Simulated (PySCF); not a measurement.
# State search for CsRb

Unrestricted PBE0; PySCF, scalar-relativistic core potentials, basis sets Cs def2-SVP with ECP46, Rb def2-SVP with ECP28. Outer shells of the fragments: Cs 6s1; Rb 5s1.

Followed along the bond (rough minima from three points):

```json
{"2Ms+1": "1", "unpaired": "none", "⟨S²⟩ at the start": "0.00", "R at minimum (Å)": "4.53", "Te (eV)": "0.00"}
{"2Ms+1": "3", "unpaired": "σ ↑, π ↑", "⟨S²⟩ at the start": "2.00", "R at minimum (Å)": "4.51", "Te (eV)": "1.07"}
{"2Ms+1": "1", "unpaired": "σ ↑, π ↓", "⟨S²⟩ at the start": "1.00", "R at minimum (Å)": "4.63", "Te (eV)": "1.30"}
{"2Ms+1": "3", "unpaired": "σ ↑↑", "⟨S²⟩ at the start": "2.00", "R at minimum (Å)": "none in the scan", "Te (eV)": "≤ 0.41"}
```

Solutions found at the starting distance of 4.265 Å, counted from the lowest of them; the search is not exhaustive and high or unbound solutions are not listed, so other states can lie among these:

```
2Ms+1  unpaired   term  E (eV)  ⟨S²⟩  ⟨Lz²⟩  μ (D)
    1      none    ¹Σ⁺    0.00  0.00   0.00  -1.24
    3      σ ↑↑    ³Σ⁺    0.62  2.00   0.00   0.11
    3  σ ↑, π ↑     ³Π    1.06  2.00   1.01  -2.17
    1  σ ↑, π ↓  mixed    1.31  1.00   1.01  -1.74
    3  σ ↑, δ ↑     ³Δ    2.05  2.00   4.00   0.78
    1  σ ↑, δ ↓  mixed    2.14  1.00   4.00   0.94
```

A term symbol is given only where ⟨S²⟩ and ⟨Lz²⟩ are close to those of a pure state; real π, δ and φ orbitals otherwise mix terms. A positive dipole means Cs(−)Rb(+).

Spin–orbit coupling is left out. Counting both spins, an empty level lies below a filled one in some of these solutions, because spin and occupation are held.
